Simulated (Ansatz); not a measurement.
Input file for H6OSi3 (`O1[SiH2][SiH2][SiH2]1`):

```yaml
crystal:
  periodic: [false, false, false]
  atoms:
    - {symbol: O, position_ang: [-0.205722, 1.495506, -0.086790]}
    - {symbol: Si, position_ang: [-0.989759, 0.345909, -1.016803]}
    - {symbol: Si, position_ang: [0.202389, -1.365194, 0.079185]}
    - {symbol: Si, position_ang: [0.852466, 0.723112, 0.954776]}
    - {symbol: H, position_ang: [-0.713933, 0.562743, -2.461819]}
    - {symbol: H, position_ang: [-2.459622, 0.409806, -0.800947]}
    - {symbol: H, position_ang: [1.204187, -2.127248, -0.711045]}
    - {symbol: H, position_ang: [-0.559837, -2.281767, 0.966711]}
    - {symbol: H, position_ang: [0.503471, 1.016565, 2.370142]}
    - {symbol: H, position_ang: [2.249559, 1.169469, 0.709688]}
basis:
  gaussian: {orbitals: def2-SVP}
correlation: {method: ccsd_t}
```

```sh
$ ansatz run in.yaml --threads 2 --pin off --events-out ev --progress --plain --max-ram 4352MiB
```

Log, shortened:

```
Functional definition: HF
938 factors; integrals over basis functions are off by at most 1.0e-3 eV
mean field evaluation 1: about -25708.0449 eV, gradient 3.5e1 eV
mean field evaluation 2: about -25708.0461 eV, gradient 3.5e1 eV
mean field evaluation 4: about -25711.0882 eV, gradient 3.3e0 eV
mean field evaluation 8: about -25711.1379 eV, gradient 1.0e-1 eV
mean field evaluation 16: about -25711.1355 eV, gradient 4.1e-1 eV
mean field -25711.13801427 eV, -944.8668943891 hartree, gradient 7.6e-7 eV, S^2 0.000000; 0 other end points of the search recorded, 0 dependent functions left out
16 core orbitals not correlated: weight in the atoms' cores, before any rotation towards them, 1.000 or more for the frozen orbitals, at most 0.000 for the correlated occupied ones
reference -25711.13801427 eV, -944.8668943891 hartree; 12, 12 occupied and 70, 70 virtual orbitals, 938 factors
second order -12.84735886 eV of doubles, -0.00000000 eV of singles
cycle   1  -13.77099625 eV  change   -9.2e-1 eV  update   1.0e-1
cycle   2  -14.24943856 eV  change   -4.8e-1 eV  update   3.2e-2
cycle   3  -14.35969206 eV  change   -1.1e-1 eV  update   1.6e-2
cycle   4  -14.35513278 eV  change    4.6e-3 eV  update   3.5e-3
cycle   5  -14.35382140 eV  change    1.3e-3 eV  update   1.3e-3
cycle   6  -14.35385327 eV  change   -3.2e-5 eV  update   4.1e-4
cycle   7  -14.35363858 eV  change    2.1e-4 eV  update   1.6e-4
cycle   8  -14.35361998 eV  change    1.9e-5 eV  update   5.4e-5
cycle   9  -14.35364510 eV  change   -2.5e-5 eV  update   1.9e-5
perturbative correction -0.40285219 eV, -0.0148045449 hartree
Total energy: -25725.89451156 eV, -945.4091856622 hartree
```

Run time 3.8 s (2 threads of an Arm Neoverse V1 on a shared host); peak host memory 0.32 GiB.

MP2 recovers 87.1 % of the CCSD(T) correlation energy and the triples give 2.7 %; T1 = 0.0134.
